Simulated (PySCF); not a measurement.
Computed shifts of a molecule C₄H₅Br, PBE/pcSseg-1 in PySCF, GIAO, gas phase, atoms alike by connectivity averaged where their shifts nearly agree, in ppm (number of nuclei): ¹³C: 147.6 (1), 142.9 (1), 137.0 (1), 125.2 (1). ¹H: 6.89 (1), 6.59 (1), 6.59 (1), 5.64 (2). References: ¹³C against TMS (σ = 182.0 ppm); ¹H against TMS (σ = 31.49 ppm), references at their B3LYP-D3(BJ)/def2-TZVP geometries, non-relativistic (without spin–orbit terms, shifts of atoms bonded to Cl or Br come out too high). Coordinates come from a B3LYP-D3(BJ)/def2-SVP optimisation. One conformer was computed; it need not be the lowest.

Problem. Which structure fits?
A. C=C/C=C/Br
B. C=C=C(C)Br
C. BrC1=CCC1
D. C=CC(=C)Br

Solution. A, C=C/C=C/Br
